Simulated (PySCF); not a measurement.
## Löwdin shares of the frontier orbitals

C2H8OSSi.
Numbering: `[CH3:1][O:2][Si@@H:3]([CH3:4])[SH:5]` (hydrogens: H6, H7, H8 on C1; H9 on Si3; H10, H11, H12 on C4; H13 on S5)

Geometry (GFN2-xTB, Å), atoms numbered from 1 in this order:
```xyz
13
C2H8OSSi angstrom
C     -1.7333   -0.7009    0.6990
O     -0.5401   -0.9966    0.0347
Si     0.4249    0.0375   -0.7644
C      1.1107    1.4422    0.3077
S      2.0167   -1.2614   -1.3727
H     -1.5653    0.0281    1.4939
H     -2.1118   -1.6267    1.1320
H     -2.4713   -0.2974    0.0029
H     -0.2522    0.5626   -1.9514
H      0.3335    2.1541    0.5726
H      1.5404    1.0598    1.2311
H      1.8910    1.9882   -0.2128
H      1.3523   -2.3891   -1.1903
```

Theory: TDDFT PBE0/def2-SVPD, vertical, gas phase, core orbitals frozen in the response in PySCF 2.14.0, density-fitted response routines.

Frontier orbitals with the atoms that hold most of them (Löwdin shares over 4%, at most four atoms; ? is withheld):

```json
{"orbital": "LUMO+2", "ε (eV)": "0.87", "atoms": "S5 46%, Si3 17%, O2 10%, H9 7%"}
{"orbital": "LUMO+1", "ε (eV)": "0.40", "atoms": "Si3 22%, C1 16%, S5 12%, H9 9%"}
{"orbital": "LUMO", "ε (eV)": "0.34", "atoms": "?"}
{"orbital": "HOMO", "ε (eV)": "?", "atoms": "?"}
{"orbital": "HOMO-1", "ε (eV)": "-8.29", "atoms": "O2 48%, Si3 11%, C1 10%, C4 9%"}
{"orbital": "HOMO-2", "ε (eV)": "-8.61", "atoms": "S5 40%, O2 25%, Si3 12%, C4 5%"}
{"orbital": "HOMO-3", "ε (eV)": "-9.47", "atoms": "O2 31%, S5 27%, C1 14%, Si3 10%"}
```

Give the leading atoms of the LUMO.

S5 (bonded to Si and H) 32%; Si3 (bonded to C, O, S and H) 17%; H13 (bonded to S) 15%; C4 (bonded to Si and 3 H) 11%.

Which atoms hold the HOMO, and with what shares?

S5 (bonded to Si and H) 76%; Si3 (bonded to C, O, S and H) 10%; H13 (bonded to S) 7%.

What is the HOMO energy, and the HOMO–LUMO gap?

ε(HOMO) = -7.16 eV; the gap is 7.50 eV (0.2756 hartree).

How does S1 compare with the orbital gap of 7.50 eV?

S1 is at 6.03 eV (f = 0.010), 1.47 eV below the gap, made of HOMO→LUMO (86%). Without the coupling terms of the response equations the lowest excitation would equal the gap.

Give energy, strength and leading configuration of S1, S2 and S5, and follow the Löwdin shares of the leading atoms from the occupied to the empty orbital.

- S1 (6.03 eV, f 0.010), HOMO→LUMO (86%): S5 76% → 32%, Si3 10% → 17%
- S2 (6.46 eV, f 0.018), HOMO→LUMO+1 (76%): S5 76% → 12%, Si3 10% → 22%, C1 at most 4% → 16%
- S5 (7.29 eV, f 0.0043), HOMO-1→LUMO+1 (82%): O2 48% → at most 10%, Si3 11% → 22%, C1 10% → 16%

Löwdin shares depend on the basis, the more so with diffuse functions.

The run took 35 s wall on one thread, Arm Neoverse N1 (aarch64) (shared host), and the process peaked at 0.66 GiB of memory.

One conformer stands for the species.
